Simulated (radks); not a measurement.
The numbers below are computed, except where a source is named.
Lu+, 70 electrons, occupied as [Xe] 4f14 6s2.

Level of theory: non-relativistic Kohn-Sham, LDA (Slater exchange, Perdew-Wang correlation), spin-polarised, spherical densities, point nucleus; relativity is left out, which matters for an element this heavy (a radial shooting solver on a logarithmic mesh with Libxc functionals).

Energy parts (hartree):
total: -13847.9575
kinetic: 13842.6834
electron-nucleus: -32962.9955
Hartree: 5550.9910
exchange-correlation: -278.6364

Orbitals (lengths in bohr, moments of r in powers of bohr):
| orbital | occ. | eigenvalue (hartree) | <r> | <r^4> |
|---|---|---|---|---|
| 1s | 2 | -2147.231 | 0.02136 | 9.366e-07 |
| 2s | 2 | -349.7385 | 0.09040 | 0.0001542 |
| 2p | 6 | -334.6789 | 0.07650 | 0.00009727 |
| 3s | 2 | -78.80804 | 0.2307 | 0.005481 |
| 3p | 6 | -71.88449 | 0.2205 | 0.004920 |
| 3d | 10 | -58.93921 | 0.1939 | 0.003396 |
| 4s | 2 | -15.42991 | 0.5179 | 0.1332 |
| 4p | 6 | -12.59756 | 0.5271 | 0.1495 |
| 4d | 10 | -7.46034 | 0.5503 | 0.2014 |
| 5s | 2 | -2.21591 | 1.275 | 4.995 |
| 5p | 6 | -1.44967 | 1.433 | 8.516 |
| 4f | 14 | -0.91479 | 0.6907 | 1.054 |
| 6s | 2 | -0.38683 | 3.462 | 267.8 |

The highest occupied level is 6s at -10.526 eV. Summed over all electrons, <r^2> = 60.20 bohr^2, which gives a Langevin (diamagnetic) susceptibility term of -47.7 x 10^-6 cm^3/mol. Virial ratio -V/T = 2.00038. The electron density at the nucleus is 2.554e+05 e/bohr^3.
